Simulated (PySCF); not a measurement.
# Core-level binding energies of `[NH2][GeH2][S][SiH3]`

GeH7NSSi.
Numbering: `[NH2:1][GeH2:2][S:3][SiH3:4]`

Cartesian coordinates in Å at the PBE0-D3(BJ)/def2-SVP level; atoms count from 1:
```xyz
11
GeH7NSSi angstrom
N     -1.256    0.552   -0.781
Ge    -1.179   -0.666    0.584
S      0.767   -0.295    1.602
Si     1.886    0.217   -0.168
H     -1.493    1.507   -0.529
H     -1.781    0.270   -1.603
H     -2.257   -0.530    1.678
H     -1.218   -2.049   -0.087
H      1.601   -0.729   -1.287
H      3.316    0.074    0.238
H      1.663    1.621   -0.615
```

The calculation used PySCF, delta-SCF UKS SCAN, pcX-2 on the ionised atom, pcseg-1 elsewhere, spin-free X2C. Vertical ΔSCF values, vacuum level as zero.

Question: What binding energy does each computed site have?

Answer: 
| atom(s) | bonded to | level | binding energy (eV) | 2p1/2 (eV) | count |
| --- | --- | --- | --- | --- | --- |
| N1 | 2 H and Ge | N 1s | 404.72 | – | 1 |
| S3 | Ge and Si | S 1s | 2476.15 | – | 1 |
| Si4 | S and 3 H | Si 2p3/2 | 106.91 | 107.54 | 1 |
| Si4 | S and 3 H | Si 1s | 1846.75 | – | 1 |

Question: Which photon wavelength matches the Si 1s of Si4 threshold?

Answer: λ = hc/E = 12398.42 eV Å / 1846.75 eV = 6.714 Å.

Question: Which effective nuclear charge Zeff reproduces each element's mean 1s value in the hydrogen-like formula E = 13.606 eV × Zeff²?

Answer: N (Z = 7): mean 404.7 eV, Zeff = 5.45, Z − Zeff = 1.55; Si (Z = 14): mean 1846.8 eV, Zeff = 11.65, Z − Zeff = 2.35; S (Z = 16): mean 2476.1 eV, Zeff = 13.49, Z − Zeff = 2.51. Means run over the listed sites, weighted by atom count.

Not every level is listed. 2p3/2 and 2p1/2 are the ΔSCF energy of one spin-free 2p hole plus the eigenvalues of a spin–orbit and ligand-field matrix of the shell. 2p1/2 minus 2p3/2 (ligand field included): Si 0.62 eV. No level of germanium is listed. The structure is a single PBE0-D3(BJ)/def2-SVP conformer in the gas phase; no vibrational or solvent corrections.
